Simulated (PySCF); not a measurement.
In(H)(F)2(NH3), H4F2InN, singlet (PBE0/def2-SVP optimised geometry):

```
8

In    -1.040    -0.453     0.000
H     -1.872     1.032     0.000
F     -0.869    -1.616    -1.593
F     -0.852    -1.613     1.594
N      1.269    -0.453     0.000
H      1.455    -1.032     0.822
H      1.872     0.367     0.018
H      1.475    -1.010    -0.832
```

Level of theory: PBE0/def2-TZVP, def2 effective core potentials past Kr run with PySCF.

Problem. What are the frontier orbital energies and the dipole moment?

Solution. HOMO-2 -9.50 eV, HOMO-1 -9.44 eV, HOMO -8.96 eV, LUMO -0.65 eV, LUMO+1 -0.33 eV; dipole moment 5.32 D.

On the same geometry PySCF with PBE/def2-TZVP, def2 effective core potentials past Kr gives HOMO-2 -7.59 eV, HOMO-1 -7.47 eV, HOMO -7.29 eV, LUMO -1.55 eV, LUMO+1 -1.04 eV; dipole moment 5.20 D.
